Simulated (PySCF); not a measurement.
Isomers of C5H7FOSi.

All values: PBE0/pcSseg-1 (PySCF) at GFN2-xTB geometries, gas phase, one conformer each.

(1) Rank by the highest Hirshfeld charge on any atom, highest value first.
A. `[CH2:1]=[CH:2][SiH2:3]/[C:4]([F:5])=[CH:6]\[CH:7]=[O:8]` with C1–C2–Si3–C4 -178°, C2–Si3–C4–F5 -110°, C4–C6–C7–O8 0°
B. `[CH:1]#[C:2]/[C:3]([F:4])=[CH:5]/[O:6][CH2:7][SiH3:8]` with C3–C5–O6–C7 0°, C5–O6–C7–Si8 180°
C. `[CH:1]#[C:2][CH2:3][C@@:4]1([F:5])[O:6][CH2:7][SiH2:8]1` with C2–C3–C4–F5 172°, C3–C4–O6–C7 139°, C4–O6–C7–Si8 -9°, O6–C7–Si8–C4 7°, C3–C4–Si8–C7 -127°
D. `[CH:1]#[C:2][Si@@H:3]([CH:4]=[O:5])[C@@H:6]([CH3:7])[F:8]` with C2–Si3–C4–O5 119°, C2–Si3–C6–C7 -52°
E. `[CH3:1][CH2:2][Si@@H:3]1[C:4](=[O:5])[CH:6]=[C:7]1[F:8]` with C1–C2–Si3–C4 41°
F. `[CH2:1]=[CH:2][C:3](=[O:4])[Si@@H:5]([F:6])[CH:7]=[CH2:8]` with C1–C2–C3–O4 5°, C2–C3–Si5–F6 6°, C3–Si5–C7–C8 33°

(2) Rank by dipole moment, lowest first.
A. `[O:1]=[C:2]1[CH2:3][CH:4]=[C:5]([SiH2:6][F:7])[CH2:8]1` with C4–C5–Si6–F7 -1°
B. `[CH:1]#[C:2][Si@@H:3]1[C@@H:4]([F:5])[C@@H:6]1[O:7][CH3:8]` with C4–C6–O7–C8 77°
C. `[CH:1]#[C:2][CH2:3][C@@:4]1([F:5])[O:6][CH2:7][SiH2:8]1` with C2–C3–C4–F5 172°, C3–C4–O6–C7 139°, C4–O6–C7–Si8 -9°, O6–C7–Si8–C4 7°, C3–C4–Si8–C7 -127°
D. `[CH:1]#[C:2][Si@@H:3]([CH:4]=[O:5])[C@@H:6]([CH3:7])[F:8]` with C2–Si3–C4–O5 119°, C2–Si3–C6–C7 -52°
E. `[CH:1]#[C:2][CH2:3][Si@:4]1([F:5])[CH2:6][CH2:7][O:8]1` with C2–C3–Si4–F5 54°
F. `[CH2:1]=[CH:2][C:3](=[O:4])[Si@@H:5]([F:6])[CH:7]=[CH2:8]` with C1–C2–C3–O4 5°, C2–C3–Si5–F6 6°, C3–Si5–C7–C8 33°

(3) Rank by HOMO–LUMO gap, lowest first.
A. `[CH:1]#[C:2][CH2:3][C@@:4]1([F:5])[O:6][CH2:7][SiH2:8]1` with C2–C3–C4–F5 172°, C3–C4–O6–C7 139°, C4–O6–C7–Si8 -9°, O6–C7–Si8–C4 7°, C3–C4–Si8–C7 -127°
B. `[CH:1]#[C:2][Si@@H:3]([CH:4]=[O:5])[C@@H:6]([CH3:7])[F:8]` with C2–Si3–C4–O5 119°, C2–Si3–C6–C7 -52°
C. `[CH:1]#[C:2][Si@@H:3]1[C@@H:4]([F:5])[C@@H:6]1[O:7][CH3:8]` with C4–C6–O7–C8 77°
D. `[CH:1]#[C:2]/[C:3]([F:4])=[CH:5]/[O:6][CH2:7][SiH3:8]` with C3–C5–O6–C7 0°, C5–O6–C7–Si8 180°
E. `[CH2:1]=[CH:2][SiH2:3]/[C:4]([F:5])=[CH:6]\[CH:7]=[O:8]` with C1–C2–Si3–C4 -178°, C2–Si3–C4–F5 -110°, C4–C6–C7–O8 0°
F. `[O:1]=[C:2]1[CH2:3][CH:4]=[C:5]([SiH2:6][F:7])[CH2:8]1` with C4–C5–Si6–F7 -1°

## Answers

(1) F (+0.435 e), D (+0.376 e), E (+0.364 e), C (+0.343 e), B (+0.322 e), A (+0.309 e).

(2) F (0.75 D), A (0.94 D), B (1.13 D), D (1.72 D), E (2.41 D), C (2.70 D).

(3) B (5.40 eV), E (5.53 eV), D (6.05 eV), C (6.25 eV), F (6.57 eV), A (7.41 eV).

All values together:

| SMILES | μ (D) | HOMO (eV) | LUMO (eV) | lowest IAO charge (e) | highest IAO charge (e) | lowest Hirshfeld charge (e) | highest Hirshfeld charge (e) |
| --- | --- | --- | --- | --- | --- | --- | --- |
| C#C[Si@@H]1[C@@H](F)[C@@H]1OC | 1.13 | -6.92 | -0.68 | -0.375 (O) | +0.806 (Si) | -0.151 (C) | +0.347 (Si) |
| CC[Si@@H]1C(=O)C=C1F | 2.73 | -6.70 | -1.42 | -0.533 (C) | +0.788 (Si) | -0.251 (O) | +0.364 (Si) |
| O=C1CC=C([SiH2]F)C1 | 0.94 | -7.38 | -0.80 | -0.542 (F) | +1.097 (Si) | -0.238 (O) | +0.427 (Si) |
| C#C/C(F)=C/OC[SiH3] | 0.64 | -6.52 | -0.47 | -0.337 (C) | +0.625 (Si) | -0.097 (C/O) | +0.322 (Si) |
| C#C[Si@@H](C=O)[C@@H](C)F | 1.72 | -7.18 | -1.79 | -0.435 (C) | +0.855 (Si) | -0.197 (O) | +0.376 (Si) |
| C#CC[Si@]1(F)CCO1 | 2.41 | -7.65 | 0.64 | -0.674 (O) | +1.517 (Si) | -0.263 (O) | +0.526 (Si) |
| C=CC(=O)[Si@@H](F)C=C | 0.75 | -7.05 | -2.32 | -0.542 (F) | +1.157 (Si) | -0.213 (O) | +0.435 (Si) |
| C=C[SiH2]/C(F)=C\C=O | 1.77 | -7.80 | -2.27 | -0.404 (C/O) | +0.757 (Si) | -0.178 (O) | +0.309 (Si) |
| C#CC[C@@]1(F)OC[SiH2]1 | 2.70 | -7.82 | -0.41 | -0.377 (O) | +0.690 (Si) | -0.148 (O) | +0.343 (Si) |
| CO/C(F)=C\C#C[SiH3] | 2.77 | -6.38 | -0.54 | -0.372 (C) | +0.636 (Si) | -0.178 (C) | +0.329 (Si) |

Conformers: `[CH:1]#[C:2][Si@@H:3]1[C@@H:4]([F:5])[C@@H:6]1[O:7][CH3:8]` with C4–C6–O7–C8 77°; `[CH3:1][CH2:2][Si@@H:3]1[C:4](=[O:5])[CH:6]=[C:7]1[F:8]` with C1–C2–Si3–C4 41°; `[O:1]=[C:2]1[CH2:3][CH:4]=[C:5]([SiH2:6][F:7])[CH2:8]1` with C4–C5–Si6–F7 -1°; `[CH:1]#[C:2]/[C:3]([F:4])=[CH:5]/[O:6][CH2:7][SiH3:8]` with C3–C5–O6–C7 0°, C5–O6–C7–Si8 180°; `[CH:1]#[C:2][Si@@H:3]([CH:4]=[O:5])[C@@H:6]([CH3:7])[F:8]` with C2–Si3–C4–O5 119°, C2–Si3–C6–C7 -52°; `[CH:1]#[C:2][CH2:3][Si@:4]1([F:5])[CH2:6][CH2:7][O:8]1` with C2–C3–Si4–F5 54°; `[CH2:1]=[CH:2][C:3](=[O:4])[Si@@H:5]([F:6])[CH:7]=[CH2:8]` with C1–C2–C3–O4 5°, C2–C3–Si5–F6 6°, C3–Si5–C7–C8 33°; `[CH2:1]=[CH:2][SiH2:3]/[C:4]([F:5])=[CH:6]\[CH:7]=[O:8]` with C1–C2–Si3–C4 -178°, C2–Si3–C4–F5 -110°, C4–C6–C7–O8 0°; `[CH:1]#[C:2][CH2:3][C@@:4]1([F:5])[O:6][CH2:7][SiH2:8]1` with C2–C3–C4–F5 172°, C3–C4–O6–C7 139°, C4–O6–C7–Si8 -9°, O6–C7–Si8–C4 7°, C3–C4–Si8–C7 -127°; `[CH3:1][O:2]/[C:3]([F:4])=[CH:5]\[C:6]#[C:7][SiH3:8]` with C1–O2–C3–F4 0°.
